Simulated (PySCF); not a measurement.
## Unknowns

One computed conformer, equivalent nuclei averaged, in vacuum, non-relativistic Hamiltonian. PBE0/pcSseg-1 with gauge-including orbitals; geometry from GFN2-xTB; PySCF 2.14.0 with density-fitted response routines.

δ = σ(ref) − σ, references computed at the same level: ¹H, ¹³C against TMS. Where no couplings were computed, multiplicities follow the n + 1 count of equivalent neighbours, and m marks all less simple cases (inequivalent or close neighbours, rings, F or P nearby). Shifts are as computed. Against solution values, carbons near 30 ppm lie about +3 ppm off and those near 130 ppm about +5 ppm. Of 1211 compounds with measured shifts, 218 miss one by over three times the rms of a fit or turn the order of signals round; such compounds aren't used in these exercises. OH and NH positions are gas-phase values without hydrogen bonding to other molecules.

(1) C8H14O. ¹H NMR (400 MHz, computed): δ 3.60 (m, 1H), 2.26 (m, 1H), 1.74 (m, 1H), 1.61 (m, 1H), 1.52 (m, 1H), 1.36 (m, 1H), 1.26 (m, 1H), 0.84 (m, 1H), 0.69 (m, 1H), 0.33 (m, 1H), 0.29 (m, 1H), 0.24 (m, 1H), 0.23 (m, 1H), -0.11 (br s, 1H). ¹³C{¹H} NMR (computed): δ 74.3, 50.7, 41.6, 38.8, 27.7, 20.4, 14.7, 13.7. Identify the compound.

(2) C7H13NSi2. ¹H NMR (600 MHz, computed): δ 8.59 (d, 1H), 5.34 (m, 1H), 4.53 (m, 2H), 3.49 (s, 3H), 3.09 (m, 1H), 1.80 (t, 1H), 1.78 (m, 2H), 1.00 (m, 2H). ¹³C{¹H} NMR (computed): δ 182.2, 101.4, 91.1, 49.9, 41.8, 20.3. Give a structure.

Answers

(1) `O[C@@H]1CCCC2(CC2)C1`. The formula gives 2 degrees of unsaturation (2 rings in the answer). 8 carbon signals for 8 carbons: no two carbons are equivalent. Carbon types of the structure: 1 × C, 1 × CH, 6 × CH2, leaving 1 H on heteroatoms. δC 74.3: sp3 CH bonded to O; the inductive effect lowers its shielding. δC 50.7, 41.6, 38.8, 27.7: sp3 CH2 in a ring; saturated and bonded to C and H only. δH 3.60: hydrogen on an sp3 CH bonded to O; its carbon carries O, an electronegative neighbour. δH -0.11: hydrogen on an alcohol oxygen; exchangeable; this is the value without hydrogen bonding to other molecules.

The shifts were computed for this structure.

(2) SMILES C#C[SiH2][Si@H]1C[C@@H](/C=N/C)C1. Rings plus π bonds: 4 (1 ring in the answer). 6 carbon signals for 7 carbons: some carbons are equivalent by symmetry or fast rotation. Carbon types of the structure: 1 × C, 3 × CH, 2 × CH2, 1 × CH3, leaving 3 H on heteroatoms. δC 182.2: C=N carbon. δC 101.4: terminal alkyne carbon; the triple bond shields along its axis, which puts it between sp3 and sp2 carbons. δC 91.1: alkyne carbon; sp carbons lie upfield of alkene carbons because the cylindrical π system leaves one tensor component strongly shielded. δH 8.59: hydrogen on a C=N carbon.

The data come from this structure; uniqueness wasn't tested.
